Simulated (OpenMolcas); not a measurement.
Computed levels of 4d2 in ions with 38 electrons, in cm-1 above 3F2.

- Program: OpenMolcas 26.06
- Method: XMS-CASPT2, IPEA 0.25 Eh, imaginary shift 0.1 Eh
- Basis: ANO-RCC-VTZP
- Scalar Hamiltonian: DKH2, point nucleus
- Spin-orbit coupling: RASSI with atomic mean-field integrals over the reference wave functions, term energies averaged over their components

Active space for each ion: 2 electrons in 10 orbitals (4d 5d); closed shells correlated by CASPT2: 4s 4p.

```csv
Level,Zr2+,Nb3+,Tc5+,Ru6+,Rh7+
3F3,690,1090,2080,2730,3530
3F4,1509,2350,4400,5700,7250
1D2,6510,8430,12170,13790,15520
3P0,8420,10170,13220,14600,16120
3P1,8680,10590,14080,15770,17680
3P2,9220,11530,16220,18700,21530
1G4,11710,14360,19460,22000,24650
1S0,24810,32640,44340,49780,55050
```

Task: Estimate 3F4, 1D2, 3P0 for Mo4+ from its neighbours Nb3+ and Tc5+.

Result: 3F4 is fine structure, which grows about as the fourth power of a screened charge, so the fourth roots are averaged: ((2350^0.25 + 4400^0.25) / 2)^4 = 3255. The calculation gives 3260, so the estimate is off by -0.2 %; the measured value is 3357 (Sugar and Musgrove, J. Phys. Chem. Ref. Data 17, 155 (1988)).
1D2 is another term, which grows about linearly with the charge: (8430 + 12170) / 2 = 10300. The calculation gives 10430, so the estimate is off by -1.2 %; the measured value is 10190 (Sugar and Musgrove, J. Phys. Chem. Ref. Data 17, 155 (1988)).
3P0 is another term, which grows about linearly with the charge: (10170 + 13220) / 2 = 11695. The calculation gives 11680, so the estimate is off by +0.1 %; the measured value is 11161 (Sugar and Musgrove, J. Phys. Chem. Ref. Data 17, 155 (1988)).

Mixed levels, with the weight of the term that names them: Tc5+ 1D2 (75 %), Ru6+ 1D2 (70 %), Ru6+ 3P2 (72 %), Rh7+ 1D2 (66 %), Rh7+ 3P2 (69 %).

Term energies are means over components that CASPT2 splits; among the terms shown or strongly mixed into the levels shown the widest spread is 1400 cm-1 (4d2 3F, Tc5+). Active for correlation alone: 5d; no level in the range computed is led by a configuration that fills it, so any true level of that kind is missing. Computed and measured levels are paired by configuration, term and J; levels that our copy of the source lacks, or whose pairing is in doubt (as where it misses far off the trend of its configuration), stay unpaired and out of the deviations. Levels of configurations outside the active space are missing.
